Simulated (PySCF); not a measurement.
# One molecule, several mistakes: BGeH5NO

Calculated results; nothing here was measured. They come from PySCF 2.14.0, an open-source quantum chemistry program, on an isolated molecule that a program drew, which may never have been made. The molecule is BGeH5NO (charge 0, doublet), drawn as the SMILES string `[BH2][Ge]([NH2])[OH]`.

Each row is a Hartree-Fock (HF) and frozen-core CCSD(T) single point in the cc-pVDZ basis, meant for a local HF minimum. Run 1 is clean. Each other run has one planted mistake out of seven kinds, and not every kind appears here: one electron removed, one electron added, multiplicity raised by two, geometry at a saddle point, minimal basis STO-3G, one bond length entered in bohr, all coordinates scaled. The reference is restricted for singlets and unrestricted otherwise, and also for a bond in bohr. Adding or removing an electron swaps singlet and doublet. Electrons count all cores. HOMO and LUMO are orbital energies over both spins, the gradient is its largest component, and the lowest frequency (negative if imaginary) is given only where the gradient is small. Bond lengths are over the 8 bonds as drawn. T1 is the CCSD diagnostic: over 0.02 (restricted) or 0.045 (unrestricted) a single reference is doubtful. Germanium has the cc-pVDZ-PP basis, with a core potential (ECP10MDF) in place of its 10 inner electrons, and its 3s, 3p and 3d shells are frozen in CCSD(T).

Geometry of the clean run:
```xyz
9
BGeH5NO, angstrom
B    -0.5350    0.0621   -1.2977
Ge    0.6466    1.3421   -0.4166
N     2.4458    1.3471   -0.2887
O     0.1183    2.7433    0.5102
H    -1.7137    0.2039   -1.1735
H    -0.0102   -0.8022   -1.9378
H     2.9558    0.6879   -0.8475
H     2.9348    2.2221   -0.2382
H     0.7592    3.1184    1.0975
```

| run | electrons | basis functions | <S^2> | HOMO (eV) | LUMO (eV) | gradient (hartree/bohr) | lowest frequency (cm^-1) | mean bond (Å) | longest bond (Å) | T1 | HF (hartree) | CCSD(T) (hartree) | mistake |
|---|---|---|---|---|---|---|---|---|---|---|---|---|---|
| 1 | 57 | 90 | 0.757 | -7.30 | 1.33 | 3.2e-05 | 123 | 1.3577 | 1.952 | 0.0160 | -450.27583 | -450.85742 | no fault |
| 2 | 57 | 90 | 0.757 | -7.30 | 1.38 | 1.1e-02 | - | 1.3427 | 1.931 | 0.0155 | -450.27470 | -450.85361 | all coordinates scaled |
| 3 | 57 | 90 | 3.774 | -3.84 | -0.84 | 1.1e-01 | - | 1.3577 | 1.952 | 0.0714 | -450.05834 | -450.62212 | multiplicity raised by two |
| 4 | 56 | 90 | 0.000 | -17.05 | -5.85 | 6.6e-02 | - | 1.3577 | 1.952 | 0.0210 | -450.03515 | -450.60442 | one electron removed |
| 5 | 58 | 90 | 0.000 | -0.05 | 8.44 | 4.8e-02 | - | 1.3577 | 1.952 | 0.0142 | -450.25055 | -450.86559 | one electron added |
| 6 | 57 | 90 | 1.431 | -7.84 | 1.25 | 1.7e-02 | - | 1.4908 | 2.262 | 0.0485 | -450.16226 | -450.73896 | ? |

**Which mistake was planted in run 6, and what did it cost?**

The mean bond changes by a factor of 1.098 and the longest by 1.159, so the molecule wasn't scaled as a whole. A length L in bohr read as angstrom grows by (1/0.5292 - 1) L = 0.890 L. The 8 bonds together grew by 8 x 0.1331 = 1.065 Å, which gives L = 1.197 Å. That is the length of one of the B-H bonds, 1.197 Å in the clean geometry. So the mistake is: one bond length entered in bohr. Subtracting run 1 and multiplying by 627.51 kcal/mol a hartree, the energy moved by 71.3 kcal/mol in HF and 74.3 kcal/mol in CCSD(T).

Cautions from the logs. Run 3: T1 is over the limit, so its CCSD(T) energy is less reliable; run 4: T1 is over the limit, so its CCSD(T) energy is less reliable; run 6: T1 is over the limit, so its CCSD(T) energy is less reliable.
